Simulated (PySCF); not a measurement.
C3H5BFNO, SMILES C/N=C/B(F)C=O. Atoms are numbered in the order given.

```xyz
12

C     -0.5131     2.9409     0.0000
N      0.2733     1.7354     0.0000
C     -0.3234     0.6034     0.0000
B      0.5111    -0.7186     0.0000
F      1.8326    -0.7064     0.0000
C     -0.2233    -2.1513     0.0000
O     -1.4361    -2.2335     0.0000
H     -1.6086     2.7707     0.0000
H     -0.2376     3.5468    -0.8804
H     -0.2376     3.5468     0.8804
H     -1.4324     0.5359     0.0000
H      0.4014    -3.0885     0.0000
```

The structure is a stationary point at B3LYP-D3(BJ)/def2-SVP. The structure was generated by enumeration; whether it is a known compound was not checked. One conformer was computed; it need not be the lowest.

All values below come from PySCF with PBE/def2-TZVP.

Symmetry labels are those of the subgroup Cs that the program uses (full group Cs).

List the valence orbital energies around the gap with their symmetry. (An estimate is asked for; the answer gives what the named calculation found.)


| orbital | symmetry | energy (eV) |
|---|---|---|
| HOMO−7 | A" | -10.97 |
| HOMO−6 | A' | -10.97 |
| HOMO−5 | A' | -10.11 |
| HOMO−4 | A" | -10.10 |
| HOMO−3 | A' | -8.72 |
| HOMO−2 | A" | -7.99 |
| HOMO−1 | A' | -6.30 |
| HOMO | A' | -5.68 |
| LUMO | A" | -4.09 |
| LUMO+1 | A" | -2.13 |
| LUMO+2 | A' | 0.40 |
| LUMO+3 | A' | 0.94 |
